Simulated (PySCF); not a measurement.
PySCF job for Al(Me)(H) (CH₄Al), SMILES [CH3][AlH+], charge +1, B3LYP/pcJ-1. Geometry: PBE0-D3(BJ)/def2-TZVP. The spin state was assumed, not searched. The isomer is the one that the SMILES or the coordinates give; other isomers of the formula were not compared.

```python
import numpy as np
from pyscf import gto, scf, dft
from pyscf.prop.ssc import rks as ssc

mol = gto.M(
    atom='''
    Al    0.00000000    0.00000000   -0.72430560
    C    -0.00000000    0.00000000    1.17449589
    H     0.89014164   -0.51392351    1.55035558
    H    -0.89014163   -0.51392352    1.55035558
    H     0.00000000    1.02784702    1.55035558
    H    -0.00000000   -0.00000001   -2.28206926
    ''',
    basis='pcJ-1',
    charge=1,
    spin=0,
    max_memory=1600,
    verbose=3,
)
mf = dft.RKS(mol, xc='b3lyp')
mf.grids.level = 3
mf.conv_tol = 1e-10
mf.max_cycle = 100
mf.kernel()
j = ssc.SSC(mf)
j.with_fcsd = True
j.max_cycle_cphf = 80
j.conv_tol = 1e-7
e11 = j.kernel()
```

Output:

```
converged SCF energy = -281.026949799969
Reduced spin-spin coupling constant K (Hz)
               #0        #1        #2        #3        #4
        0 Al   0.00000
        1 C   48.10875   0.00000
        2 H   -0.24165  18.50270   0.00000
        3 H   -0.24172  18.50263  -0.52451   0.00000
        4 H   -0.24170  18.50275  -0.52451  -0.52468   0.00000
        5 H   67.68056   5.36836  -0.05132  -0.05132  -0.05133
               #5
        5 H    0.00000
Spin-spin coupling constant J (Hz)
               #0        #1        #2        #3        #4
        0 Al   0.00000
        1 C   98.44350   0.00000
        2 H   -1.96606 145.18911   0.00000
        3 H   -1.96665 145.18860 -16.36457   0.00000
        4 H   -1.96647 145.18956 -16.36473 -16.37003   0.00000
        5 H  550.65843  42.12505  -1.60124  -1.60121  -1.60150
               #5
        5 H    0.00000
```

The calculation finished and met its thresholds.

Cost: very roughly 50 core-seconds.
